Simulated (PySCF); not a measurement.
CH9NOSi2.
InChI=1S/CH9NOSi2/c1-3-5(2)4/h5H,2H2,1,4H3/t5-/m0/s1

Torsions of this conformer, `[CH3:1][O:2][Si@H:3]([NH2:4])[SiH3:5]`: C1–O2–Si3–N4 -61°, H–N4–Si3–O2 89°, H–N4–Si3–O2 -67°.

The closed-shell ground state was solved at several levels (PySCF, density fitting, gas phase, non-relativistic). One conformer (not necessarily the lowest) at the PBE0-D3(BJ)/def2-SVP geometry, without solvent, vibrations or thermal averaging.

```csv
level,basis functions,total energy (Eh),HOMO (eV),LUMO (eV),gap (eV),dipole (D)
PBE0/pcSseg-1,144,-752.0496,-7.50,0.30,7.80,2.46
wB97X-D/def2-SVPD,183,-752.1766,-9.47,1.72,11.19,2.18
```

(1) What might PBE/pcSseg-2 (320 basis functions) give for the same quantities?

(2) Over all these levels, which gives the widest orbital gap and which the narrowest?

(3) How far do the dipole and the HOMO energy spread over the levels?

Answers

(1) Total energy -752.1339 Eh, HOMO -6.20 eV, LUMO -0.86 eV, gap 5.34 eV, dipole 2.18 D.

(2) wB97X-D/def2-SVPD (range-separated hybrid) has the widest, 11.19 eV, and PBE/pcSseg-2 (GGA) the narrowest, 5.34 eV. Functional and basis both differ between the two, so the spread mixes both effects.

(3) The dipole runs from 2.18 to 2.46 D (mean 2.27 D) and the HOMO from -9.47 to -6.20 eV.

wB97X-D is run here without its empirical dispersion term; that term would change no orbital, density or response property at a fixed geometry.
